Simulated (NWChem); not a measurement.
Everything below was run with NWChem. System: BrCl, charge 1, spin multiplicity 2, at the geometry of a parent with another charge or spin, in a state set for the comparison that need not be this species' ground state. Its SCF solution wasn't tested for a lower state. Level: ROCCSD(T)/def2-TZVP, 14 core orbitals frozen.

Part of the output:

```
             Northwest Computational Chemistry Package (NWChem) 7.3.0
             --------------------------------------------------------

                                NWChem Input Module
                                -------------------

 Scaling coordinates for geometry "geometry" by  1.889725989
 (inverse scale =  0.529177249)

 Turning off AUTOSYM since
 SYMMETRY directive was detected!

                             Geometry "geometry" -> ""
                             -------------------------

 Output coordinates in angstroms (scale by  1.889725989 to convert to a.u.)

  No.       Tag          Charge          X              Y              Z
 ---- ---------------- ---------- -------------- -------------- --------------
    1 Cl                  17.0000     0.00000000     0.00000000     1.47757800
    2 Br                  35.0000     0.00000000     0.00000000    -0.71768100

 Effective nuclear repulsion energy (a.u.)     143.4274785594

            Nuclear Dipole moment (a.u.)
            ----------------------------
        X                 Y               Z
 ---------------- ---------------- ----------------
     0.0000000000     0.0000000000    -0.0000170075

      Symmetry information
      --------------------

 Group name             C2v
 Group number             16
 Group order               4
 No. of unique centers     2

      Symmetry unique atoms

     1    2


 Summary of "ao basis" -> "" (spherical)
 ------------------------------------------------------------------------------
       Tag                 Description            Shells   Functions and Types
 ---------------- ------------------------------  ------  ---------------------
 *                         def2-tzvp                  on all atoms

 Summary of "ao basis" -> "ao basis" (spherical)
 ------------------------------------------------------------------------------
       Tag                 Description            Shells   Functions and Types
 ---------------- ------------------------------  ------  ---------------------
 Cl                        def2-tzvp                13       37   5s5p2d1f
 Br                        def2-tzvp                16       48   6s5p4d1f

                                 NWChem SCF Module
                                 -----------------

  ao basis        = "ao basis"
  functions       =    85
  atoms           =     2
  closed shells   =    25
  open shells     =     1
  charge          =   1.00
[...]
      Symmetry adaption is : on
         Schwarz screening : 0.10D-09

          Correlation Information
          -----------------------
          Calculation type : Coupled-cluster singles & doubles w/ perturbation
   Perturbative correction : (T)
            Max iterations :      100
        Residual threshold : 0.10D-05
     T(0) DIIS level shift : 0.00D+00
     L(0) DIIS level shift : 0.00D+00
     T(1) DIIS level shift : 0.00D+00
     L(1) DIIS level shift : 0.00D+00
     T(R) DIIS level shift : 0.00D+00
     T(I) DIIS level shift : 0.00D+00
   CC-T/L Amplitude update :  5-th order DIIS
                I/O scheme : Global Array Library
        L-threshold :  0.10D-05
        EOM-threshold :  0.10D-05
 no EOMCCSD initial starts read in
 TCE RESTART OPTIONS
 SLICE:      F
 D4D5:       F
 quantumc:   F
 qrotation:  F
 pwtce:      F
 qducc:      F
 nacto:                         0
 nrotv:                         0
 nrot:                          0

            Memory Information
            ------------------
          Available GA space size is     249022350 doubles
          Available MA space size is     104843300 doubles

 Maximum block size supplied by input
 Maximum block size        24 doubles

 tile_dim =     24

 -------------------------------------------------

 Global array virtual files algorithm will be used

 Parallel file system coherency ......... OK

 4-electron integrals stored in orbital form

 v2    file size   =          1720057
 4-index algorithm nr.  13 is used
 imaxsize =       30
 imaxsize ichop =        0


CCSD iterations
 ---------------------------------------------------------
 Iter          Residuum       Correlation     Cpu    Wall
 ---------------------------------------------------------
    1   0.1972440952076  -0.4444769669974     0.6     0.6
    2   0.0500853406659  -0.4576133225187     0.8     0.8
    3   0.0605148208752  -0.4637674933063     0.6     0.6
    4   0.0445896112351  -0.4684499480109     0.6     0.6
    5   0.0660808250145  -0.4659756561302     0.6     0.6
    6   0.0052390692917  -0.4686593388789     0.6     0.6
    7   0.0091784657324  -0.4687717488381     0.6     0.6
    8   0.0028871928644  -0.4691104285062     0.6     0.6
    9   0.0079699976184  -0.4689753030575     0.6     0.6
   10   0.0040125773927  -0.4694088215209     0.6     0.6
   11   0.0003230944554  -0.4696286591649     0.6     0.6
   12   0.0001578132853  -0.4696449859444     0.6     0.6
   13   0.0000965344463  -0.4696548488302     0.6     0.6
   14   0.0000986305932  -0.4696529278977     0.6     0.6
   15   0.0000800423871  -0.4696588554655     0.6     0.6
   16   0.0000214685150  -0.4696586990646     0.6     0.6
   17   0.0000174859515  -0.4696579633133     0.6     0.6
   18   0.0000085395797  -0.4696582087086     0.6     0.6
   19   0.0000142482878  -0.4696577381686     0.6     0.6
   20   0.0000090647431  -0.4696584175726     0.6     0.6
   21   0.0000018697707  -0.4696583178150     0.6     0.6
   22   0.0000020257520  -0.4696583379723     0.6     0.6
   23   0.0000013654278  -0.4696584739976     0.6     0.6
   24   0.0000046817639  -0.4696584387116     0.6     0.6
   25   0.0000167987067  -0.4696585458294     0.7     0.7
   26   0.0000003306492  -0.4696585594379     1.0     1.0
 -----------------------------------------------------------------
 Iterations converged
 CCSD correlation energy / hartree =        -0.469658559437886
 CCSD total energy / hartree       =     -3031.976391318787137

 Singles contributions
    26b2  (beta ) ---    24b2  (beta )        0.2779996690

 Doubles contributions
    27a1  (alpha)    27a1  (beta ) ---    22a1  (alpha)    22a1  (beta )       -0.1121665610
    27a1  (alpha)    26b2  (beta ) ---    22a1  (alpha)    24b2  (beta )       -0.1003728655
 CCSD(T)
 Using plain CCSD(T) code
             total no. of tasks         1850
 total no. of tasks / no. procs         1850
                         wl_min            2           1.1
                         wl_max      1728000          11.0
        thresh for no. of tasks         1850

 CCSD[T]  correction energy / hartree =        -0.024077740315511
 CCSD[T] correlation energy / hartree =        -0.493736299753397
 CCSD[T] total energy / hartree       =     -3032.000469059102670
 CCSD(T)  correction energy / hartree =        -0.021652768431799
 CCSD(T) correlation energy / hartree =        -0.491311327869685
 CCSD(T) total energy / hartree       =     -3031.998044087219114

 Task  times  cpu:       47.1s     wall:       47.1s

 Total times  cpu:       47.2s     wall:       47.2s
```

Question: Write an NWChem input that would produce this output.

Answer: One answer among several that fit: 
```
start mol
memory heap 100 mb stack 700 mb global 1900 mb
charge 1
geometry units angstroms nocenter noautoz
  Cl     0.000000     0.000000     1.477578
  Br     0.000000     0.000000    -0.717681
  symmetry group C2v
end
basis spherical
  * library def2-tzvp
end
scf
  rohf
  nopen 1
  maxiter 100
  thresh 1e-7
  semidirect memsize 60000000 filesize 0
  # guess.movecs holds the orbitals of an unrestricted PBE0 run
  vectors input guess.movecs swap 25 26 output mol.movecs
end
tce
  freeze core 14
  ccsd(t)
  2eorb
  2emet 13
  thresh 1e-6
  maxiter 100
  tilesize 24
end
task tce energy
```
